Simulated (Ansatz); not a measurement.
A nudged elastic band was laid between two geometries of C3H10BClSi (16 atoms, charge 0, multiplicity 1).

These are results of RKS revPBE/6-31G (Ansatz), not measurements.

```json
{
 "movable images": "7",
 "climbing image": "yes",
 "spring": "5.0 eV/Å²",
 "optimiser": "quadratic models (default)",
 "start path": "through a guess of the saddle point",
 "force threshold": "0.05 eV/Å",
 "iteration limit": "34",
 "end points": "relaxed"
}
```

Image 0:

```xyz
16
Properties=species:S:1:pos:R:3
C -1.443 -1.042 1.853
B -0.278 -0.071 1.412
C 0.985 -0.525 0.603
Si 0.661 -0.250 -1.314
C 0.385 1.635 -1.688
Cl 0.174 1.908 -3.564
H -1.355 -2.079 1.482
H -1.465 -1.080 2.964
H -2.436 -0.642 1.566
H -0.381 1.108 1.696
H 1.893 0.066 0.830
H 1.217 -1.604 0.702
H 1.867 -0.722 -2.100
H -0.562 -1.015 -1.774
H -0.530 2.035 -1.227
H 1.245 2.257 -1.396
```

Image 8:

```xyz
16
Properties=species:S:1:pos:R:3
C -1.212 -0.039 1.956
B -0.503 -1.111 1.036
C 0.945 -0.954 0.457
Si 0.856 -0.284 -1.386
C 0.102 1.506 -1.428
Cl 0.104 2.175 -3.214
H -0.660 0.909 2.091
H -2.239 0.188 1.606
H -1.352 -0.491 2.963
H -1.125 -2.115 0.750
H 1.587 -0.246 1.016
H 1.474 -1.923 0.355
H 2.256 -0.220 -1.961
H 0.001 -1.185 -2.249
H -0.949 1.539 -1.104
H 0.690 2.229 -0.844
```

(1) Which bonds break or form, and what moves?

(2) What energy profile does the band end with?

(3) What is the geometry of the highest image?

(4) What are the harmonic wavenumbers there?

Answers

(1) No bond is made or broken. The dihedral C1–B2–C3–H11 goes from -149 to 22°.

(2) The run converged. The highest image is number 4 of 0 to 8, 0.196 eV above the first end and 0.187 eV above the last; the last end lies 0.010 eV above the first. A vibrational analysis at the climbing image gives one clearly imaginary mode, 93i cm⁻¹: a first-order saddle point. Limits of this set-up: no polarisation functions.

| image | path coordinate (Å) | energy (eV) | dihedral C1–B2–C3–H11 (°) |
| --- | --- | --- | --- |
| 0 | 0.00 | 0.000 | -149 |
| 1 | 1.20 | 0.014 | -158 |
| 2 | 2.40 | 0.079 | -175 |
| 3 | 3.60 | 0.164 | 157 |
| 4 | 4.80 | 0.196 | 117 |
| 5 | 6.09 | 0.154 | 75 |
| 6 | 7.37 | 0.055 | 41 |
| 7 | 8.65 | 0.017 | 27 |
| 8 | 9.93 | 0.010 | 22 |

(3) 
```xyz
16
Properties=species:S:1:pos:R:3:forces:R:3
C -1.558 -0.392 1.468 0.00 0.01 0.00
B -0.009 -0.499 1.746 0.00 0.00 0.00
C 1.175 -0.433 0.690 0.00 0.00 0.00
Si 0.802 -0.408 -1.212 0.00 0.00 0.00
C 0.059 1.311 -1.732 0.00 0.00 0.00
Cl -0.307 1.352 -3.604 0.00 0.00 0.00
H -1.867 -0.340 0.410 0.00 0.00 0.00
H -2.085 -1.245 1.943 0.00 0.00 0.00
H -1.956 0.504 1.993 0.00 0.00 0.00
H 0.326 -0.628 2.909 0.00 0.00 0.00
H 1.791 0.461 0.944 0.00 0.00 0.00
H 1.868 -1.278 0.898 0.00 0.00 0.00
H 2.073 -0.614 -2.013 0.00 0.00 0.00
H -0.189 -1.488 -1.596 0.00 0.00 0.00
H -0.902 1.530 -1.245 0.00 0.00 0.00
H 0.758 2.143 -1.557 0.00 0.00 0.00
```

(4) 93i, 44, 55, 91, 110, 154, 221, 390, 486, 503, 579, 605, 643, 669, 700, 760, 777, 825, 905, 914, 927, 1052, 1087, 1098, 1181, 1194, 1217, 1344, 1396, 1441, 1462, 1474, 2111, 2128, 2502, 2935, 2945, 2979, 3006, 3046, 3064, 3125 cm⁻¹.

Run time: 9.9 min on 1 thread of Arm Neoverse V2 (shared host), peak memory 0.15 GiB.
